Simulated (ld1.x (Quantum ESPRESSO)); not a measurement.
# Reading a pseudo-wave (hydrogen (H))

Columns: radius, all-electron u(r) and pseudo u(r) of the 1s shell (level -6.49 eV) of hydrogen in the configuration 1s1; PBE, scalar-relativistic, TM scheme, ld1.x (Quantum ESPRESSO) 7.5.

```json
{"r (bohr)": "0.053", "all-electron": "0.0965", "pseudo": "0.0802"}
{"r (bohr)": "0.105", "all-electron": "0.1813", "pseudo": "0.1576"}
{"r (bohr)": "0.158", "all-electron": "0.2584", "pseudo": "0.2336"}
{"r (bohr)": "0.210", "all-electron": "0.3257", "pseudo": "0.3042"}
{"r (bohr)": "0.262", "all-electron": "0.3853", "pseudo": "0.3697"}
{"r (bohr)": "0.315", "all-electron": "0.4389", "pseudo": "0.4303"}
{"r (bohr)": "0.368", "all-electron": "0.4859", "pseudo": "0.4839"}
{"r (bohr)": "0.420", "all-electron": "0.5261", "pseudo": "0.5293"}
{"r (bohr)": "0.473", "all-electron": "0.5615", "pseudo": "0.5683"}
{"r (bohr)": "0.525", "all-electron": "0.5914", "pseudo": "0.5999"}
{"r (bohr)": "0.578", "all-electron": "0.6173", "pseudo": "0.6258"}
{"r (bohr)": "0.630", "all-electron": "0.6387", "pseudo": "0.6461"}
{"r (bohr)": "0.683", "all-electron": "0.6568", "pseudo": "0.6623"}
{"r (bohr)": "0.735", "all-electron": "0.6711", "pseudo": "0.6748"}
{"r (bohr)": "0.788", "all-electron": "0.6827", "pseudo": "0.6847"}
{"r (bohr)": "0.840", "all-electron": "0.6913", "pseudo": "0.6922"}
{"r (bohr)": "0.893", "all-electron": "0.6976", "pseudo": "0.6978"}
{"r (bohr)": "0.945", "all-electron": "0.7015", "pseudo": "0.7015"}
{"r (bohr)": "0.998", "all-electron": "0.7034", "pseudo": "0.7034"}
{"r (bohr)": "1.050", "all-electron": "0.7035", "pseudo": "0.7035"}
{"r (bohr)": "1.102", "all-electron": "0.7020", "pseudo": "0.7020"}
{"r (bohr)": "1.155", "all-electron": "0.6990", "pseudo": "0.6990"}
{"r (bohr)": "1.208", "all-electron": "0.6946", "pseudo": "0.6946"}
{"r (bohr)": "1.260", "all-electron": "0.6892", "pseudo": "0.6892"}
{"r (bohr)": "1.313", "all-electron": "0.6827", "pseudo": "0.6827"}
{"r (bohr)": "1.365", "all-electron": "0.6753", "pseudo": "0.6753"}
```

How many radial nodes do the two functions have?

The all-electron 1s function has n − l − 1 = 0; the pseudo-wave has 0.

At about which radius was the pseudo-wave matched?

1.05 bohr. The columns agree to 0.0005 from 0.89 bohr on; several derivatives are matched, so the curves merge somewhat inside the radius.

Where does each function peak?

Outermost all-electron maximum near 1.05 bohr, pseudo maximum near 1.05 bohr (to the table’s step).

Is the pseudo-wave norm-conserving?

Yes: the TM scheme keeps the norm inside the radius equal to the all-electron one, which fixes the energy derivative of the logarithmic derivative at the level.
